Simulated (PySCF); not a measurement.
**Correlation energy of Nb²⁺ (niobium, charge +2)**

[Kr] 4d2 5p1, one real determinant (an excited configuration). Calculation: PySCF 2.14, in ANO-RCC-VTZP (7s6p4d2f1g, 68 functions); the spin-free X2C one-electron Hamiltonian (Gaussian nucleus). Frozen: [Kr]; 3 electrons correlated.

MP2 pair energies summed by pair of shells (mhartree):

```tsv
pair	energy	share (%)
4d-5p	-6.72	64.2
4d-4d	-3.74	35.8
```

Total MP2 correlation energy: -10.46 mhartree.

Same-spin part -10.46 and opposite-spin part 0.00 mhartree; SCS-MP2 scales them by 1/3 and 6/5 to -3.49 mhartree.

The reference is one real determinant that mixes LS terms of this configuration.
